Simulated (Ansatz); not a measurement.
Basis sets compared for Li5Br4. Charge 0, multiplicity 2. Geometry PBE-D4/def2-SVP. Ansatz on 4 threads of Arm Neoverse N1 on a shared host; times are rough, and most runs start from earlier orbitals.

```xyz
9

Li    1.789    1.010    0.340
Li   -0.641    2.391   -1.246
Li   -0.206   -1.272   -1.607
Li   -1.381   -0.683    0.981
Li    1.262   -2.035    0.876
Br   -0.857   -2.966    0.093
Br    0.654   -0.089    2.282
Br    1.404    3.202   -0.526
Br   -2.025    0.443   -1.192
```

Another isomer (doublet) lies 0.07 eV lower at PBE0-D4/def2-TZVP; other spin states weren't run for this one.

Binding counts from free atoms (Li doublet, Br doublet) in the same basis, without a counterpoise term.

```
           level  functions  energy (Eh)  HOMO (eV)  LUMO (eV)  binding per atom (eV)  wall time
 PBE-D4/def2-SVP        173  -10331.7795      -3.13      -2.03                   2.66       11 s
PBE0-D4/def2-SVP        173  -10332.1711      -3.79      -1.46                   2.65       21 s
```

Q: Estimate the rows for PBE-D4/def2-TZVP (with forces), PBE0-D4/def2-TZVP.

A: 
```tsv
level	functions	energy (Eh)	HOMO (eV)	LUMO (eV)	binding per atom (eV)	wall time
PBE-D4/def2-TZVP (with forces)	262	-10333.0457	-3.21	-2.13	2.58	17 s
PBE0-D4/def2-TZVP	262	-10333.4344	-3.86	-1.54	2.57	37 s
```
